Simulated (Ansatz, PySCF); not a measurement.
System: CH$_{4}$Al, charge 1, multiplicity 1. It need not be the lowest isomer of its formula. 
Coordinates optimised at B3LYP-D3(BJ)/def2-TZVP (Ansatz, a first-principles code):
SMILES: [CH3][AlH+]
```xyz
6

Al    -0.3948    -0.5491    -0.2673
C      0.6401     0.8904     0.4334
H      0.4530     0.9983     1.5051
H      0.3717     1.8232    -0.0694
H      1.7046     0.6964     0.2768
H     -1.2381    -1.7221    -0.8383
```
Charge +1, spin multiplicity 1.

Total electronic energies in hartree. Cores are frozen in the correlated levels unless marked. No spin-orbit coupling. Non-relativistic. Basis-set limits of correlation are two-point, X^-3; Hartree-Fock from the larger set. The bracket is a focal-point correction in the basis named.

| level | program | energy (Eh) |
|---|---|---|
| HF/cc-pVTZ | Ansatz | -281.86872 |
| HF/cc-pwCVTZ | Ansatz | -281.87033 |
| HF-D3(BJ)/def2-TZVPD | PySCF + dftd3 | -281.89339 |
| RI-HF/def2-TZVPP | Ansatz | -281.86610 |
| BLYP-D3(BJ)/def2-TZVPD | Ansatz + dftd3 | -282.65424 |
| M06-L/def2-TZVPD | PySCF | -282.65701 |
| PBE0/def2-TZVPD | Ansatz | -282.49727 |
| PW6B95-D3(BJ)/def2-TZVPD | PySCF + dftd3 | -282.94937 |
| HSE06-D4/def2-TZVPD | Ansatz + dftd4 | -282.49012 |
| LC-wPBE/def2-TZVPD | Ansatz | -282.55323 |
| B2GP-PLYP-D3(BJ)/def2-TZVPD | Ansatz + dftd3 | -282.45821 |
| B2PLYP-D4/def2-TZVPD | Ansatz + dftd4 | -282.50739 |
| RPA@PBE/cc-pV(T+d)Z | Ansatz | -282.29203 |
| MP2/STO-3G | Ansatz | -278.66594 |
| RI-MP2/aug-cc-pV(T+d)Z | Ansatz | -282.11082 |
| RI-MP2/cc-pV(T+d)Z | Ansatz | -282.10668 |
| RI-MP2/CBS(def2-TZVPPD,def2-QZVPPD) | Ansatz | -282.1373 |
| CCSD/CBS(cc-pV(T+d)Z,cc-pV(Q+d)Z) | Ansatz | -282.1574 |
| CCSD(T)/STO-3G | Ansatz | -278.69641 |
| CCSD(T)/cc-pVDZ | PySCF | -282.07437 |
| CCSD(T)/def2-TZVPP | Ansatz | -282.13715 |
| RI-MP2/CBS(def2-TZVPPD,def2-QZVPPD)+[CCSD(T)-MP2]/def2-TZVPPD | Ansatz | -282.1720 |
| CCSD(T)/CBS(def2-TZVPPD,def2-QZVPPD) | Ansatz | -282.1679 |

Totals of different functionals don't rank their quality; only differences between species are comparable.
